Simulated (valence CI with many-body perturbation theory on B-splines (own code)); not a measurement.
Bi LXXVII: key properties

Calculated by configuration interaction combined with many-body perturbation theory (CI+MBPT): five valence electrons over a frozen Dirac-Fock core [He], a basis of 9 s, 9 p, 8 d, 6 f, 3 g, 1 h functions for each j, with the one-electron correlation potential Σ1 (screened to all orders), the two-electron term Σ2, the three-electron term Σ3, Breit, model QED; selected single and double excitations, second order for the rest, scaled by the run's own slope (own B-spline code, finite nucleus).

The last digits are not significant, and no measured levels were compared; by estimate large intervals hold to a few tenths of a per cent, small ones and those within an open d or f shell to about a per cent. Among the levels kept, up to 3500 cm⁻¹ of a level comes from second order outside the variational space, and about a tenth of that is noise between levels of different J, which matters for small intervals.

Levels are named by their leading jj configuration (3d3/2^4 stands for four electrons in 3d with j = 3/2), which in mixed levels can hold well under half, so a name can repeat and another be missing.

Rates and lifetimes use the calculated energies. Strong lines usually hold to 10 to 20 %, long lifetimes can be off by a factor of two.

Task: What is the ground level?

Result: (2s^2 2p1/2^2 2p3/2) J=3/2, composition 49 % 2s²2p³ ²P° + 27 % 2s²2p³ ²D° + 23 % 2s²2p³ ⁴S°, g = 1.297.

Task: Among levels below 1067.5 Ry, which E1 lines absorb most strongly from the ground level?

Result: to (2s^2 2p1/2^2 3d5/2) J=5/2 at 0.1015 nm, f = 0.548; to (2s^2 2p1/2 2p3/2 3d3/2) J=5/2 at 0.08568 nm, f = 0.495; to (2s^2 2p1/2 2p3/2 3d3/2) J=3/2 at 0.08564 nm, f = 0.295.

Task: Name the longest-lived excited levels whose lifetime is computed, and their main decay.

Result: (2s^2 2p1/2 2p3/2^2) J=5/2 at 177.2 Ry lives 46.5 ps, mostly by M1 to (2s^2 2p1/2^2 2p3/2) J=3/2; (2s^2 2p1/2 2p3/2^2) J=1/2 at 181.9 Ry lives 15.0 ps, mostly by M1 to (2s^2 2p1/2^2 2p3/2) J=3/2; (2s^2 2p1/2 2p3/2^2) J=3/2 at 175.5 Ry lives 8.13 ps, mostly by M1 to (2s^2 2p1/2^2 2p3/2) J=3/2.

Task: What is the ionisation energy?

Result: 21305 eV; NIST lists 21300 ± 110 eV (theoretical).

Task: How well does LS coupling describe the low levels?

Result: Among the lowest 20 levels the leading LS term, summed over configurations, holds 63 % on average. For single configurations the figures are 63 % in LS and 100 % in jj coupling. Terms mix most in the J = 3/2 level at 876.0 Ry, where the leading one holds 36 %.

Task: What are the static dipole polarisabilities of the lowest levels?

Result: (2s^2 2p1/2^2 2p3/2) J=3/2 3.43e-05 (tensor 6.3e-06) bohr³, of which the core gives 1.24e-07.

Task: Where does the other parity begin?

Result: At (2s 2p1/2^2 2p3/2^2) J=5/2, 206.3 Ry.
